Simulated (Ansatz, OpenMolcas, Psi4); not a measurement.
How methods differ on InNH4 (SMILES [NH2][InH2])

InNH4 has 6 atoms, charge 0, and is taken as a singlet. SMILES: `[NH2][InH2]`. The shape is that of a PBE0-D4/def2-TZVP optimisation.

Quantity: the electronic atomisation energy, in eV. The values are calculated. Electronic energies at fixed atoms, without zero-point motion or spin-orbit coupling.

| level | kind | program | value (eV) | CPU time (all runs) |
| --- | --- | --- | --- | --- |
| SVWN5/def2-SVP (core potential) | LDA | Psi4 | 17.83 | 16 s |
| revPBE/def2-SVP (core potential) | GGA | Psi4 | 14.91 | 22 s |
| M06-L/def2-SVP (core potential) | meta-GGA | Psi4 | 15.35 | 44 s |
| TPSS/def2-SVP (core potential) | meta-GGA | Psi4 | 15.67 | 65 s |
| BHLYP/def2-SVP (core potential) | global hybrid | OpenMolcas | 14.88 | 14 s |
| M06-2X/def2-SVP (core potential) | hybrid meta-GGA | Psi4 | 15.16 | 40 s |
| PBE0/def2-SVP (core potential) | global hybrid | OpenMolcas | 15.20 | 18 s |
| wB97X/def2-SVP (core potential) | range-separated hybrid | Ansatz | 15.54 | 38 s |

The values span 14.88 to 17.83 eV. Times are those of the runs behind each value, whatever else they computed, on shared processors of several kinds: orders of magnitude only.
